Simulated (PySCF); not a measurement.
[Cd(OH)2], neutral singlet in the gas phase. 

Cartesian coordinates (Å):
```xyz
5

Cd     0.1676    -0.0718    -0.0258
O      0.9614    -0.0003    -1.8339
H      0.2400     0.0811    -2.4867
O     -0.4981    -0.2688     1.8240
H     -0.7585     0.6111     2.1572
```
Charge 0, spin multiplicity 1.

All levels are single points at this geometry (TPSS-D3(BJ)/def2-SVP); Pople sets use spherical d functions. Orbital energies aren't observables, and empty levels follow the basis.

HF/6-31G* (LANL2DZ on Cd) in PySCF gives gap (eV) = 13.68.

Problem. Estimate the gap (eV) from each of these levels: PBE-D3(BJ)/def2-TZVP in PySCF; TPSSh-D3(BJ)/def2-TZVP in PySCF; B3LYP/6-311+G** (LANL2DZ on Cd) in PySCF; B3LYP/6-31G* (LANL2DZ on Cd) in PySCF; B3LYP/LANL2DZ in PySCF.

Solution. 
| level | gap (eV) |
|---|---|
| PBE-D3(BJ)/def2-TZVP in PySCF | 4.02 |
| TPSSh-D3(BJ)/def2-TZVP in PySCF | 5.26 |
| B3LYP/6-311+G** (LANL2DZ on Cd) in PySCF | 5.74 |
| B3LYP/6-31G* (LANL2DZ on Cd) in PySCF | 5.68 |
| B3LYP/LANL2DZ in PySCF | 5.62 |
